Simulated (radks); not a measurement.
Question: Al4+, 9 electrons, occupied as [He] 2s2 2p5 (the NIST ground configuration). Calculated with a radial shooting solver on a logarithmic mesh with Libxc functionals: non-relativistic Kohn-Sham, TPSS, spin-polarised, spherical densities, point nucleus; open shells are filled with parallel spins first; meta-GGA in the generalised Kohn-Sham scheme. Some entries of the table are withheld. Estimate them.

| orbital | occ. | eigenvalue (hartree) | <r^2> (bohr^2) |
|---|---|---|---|
| 1s up | 1 | -58.58898 | 0.01949 |
| 1s down | 1 | -58.52966 | 0.01945 |
| 2s up | 1 | -6.56092 | 0.4311 |
| 2s down | 1 | -6.44446 | 0.4363 |
| 2p up | 3 | -5.16775 | (1) |
| 2p down | 2 | -5.04187 | (2) |

Answer: 
(1) 2p up <r^2> (bohr^2): 0.3971
(2) 2p down <r^2> (bohr^2): 0.4052
